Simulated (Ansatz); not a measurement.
## Redistribution: C2H4Br2 + CCl3F → CHBr2F + C2H3Cl3

Species: C2H4Br2 (1,1-dibromoethane) `CC(Br)Br`, singlet; CCl3F (trichlorofluoromethane) `FC(Cl)(Cl)Cl`, singlet; CHBr2F (dibromofluoromethane) `FC(Br)Br`, singlet; C2H3Cl3 (1,1,1-trichloroethane) `CC(Cl)(Cl)Cl`, singlet. The partners trade CH3 for F; both sit on C, so the bond types are kept.

Shapes, held fixed at every level: PBE0-D4/def2-TZVP. Programs: Ansatz 0.2.0. The zero-point and thermal change to 298 K, harmonic and unscaled (PBE0-D4/def2-TZVP), is +0.7 kJ/mol.

```json
{"level": "HF/def2-TZVPP", "kind": "Hartree–Fock", "ΔH(298 K) (kJ/mol)": "+4.9", "less CCSD(T)/def2-TZVPP": "+1.1"}
{"level": "r2SCAN-D4/def2-TZVPP", "kind": "meta-GGA", "ΔH(298 K) (kJ/mol)": "+4.8", "less CCSD(T)/def2-TZVPP": "+1.0"}
{"level": "r2SCAN0-D4/def2-TZVPP", "kind": "global hybrid", "ΔH(298 K) (kJ/mol)": "+5.3", "less CCSD(T)/def2-TZVPP": "+1.5"}
{"level": "wB97M-V/def2-TZVPP", "kind": "range-separated hybrid", "ΔH(298 K) (kJ/mol)": "+5.0", "less CCSD(T)/def2-TZVPP": "+1.2"}
{"level": "wB97X-V/def2-TZVPP", "kind": "range-separated hybrid", "ΔH(298 K) (kJ/mol)": "+4.5", "less CCSD(T)/def2-TZVPP": "+0.7"}
{"level": "MP2/def2-TZVPP", "kind": "perturbation theory", "ΔH(298 K) (kJ/mol)": "+3.5", "less CCSD(T)/def2-TZVPP": "-0.3"}
{"level": "CCSD/def2-SVP", "kind": "coupled cluster or CI", "ΔH(298 K) (kJ/mol)": "+8.7", "less CCSD(T)/def2-TZVPP": "+4.9"}
{"level": "CCSD(T)/def2-TZVPP", "kind": "coupled cluster or CI", "ΔH(298 K) (kJ/mol)": "+3.8", "less CCSD(T)/def2-TZVPP": "0.0"}
```

The highest level, CCSD(T)/def2-TZVPP, gives ΔH(298 K) = +3.8 kJ/mol; the levels span +3.5 to +8.7. That is about zero within the method's error. The column of differences is taken from that level and isn't an error. No measured value is set beside it here. Relativity is left out for Br unless named. Correlated rows may include outer-core shells of Br, which these sets cover unevenly.
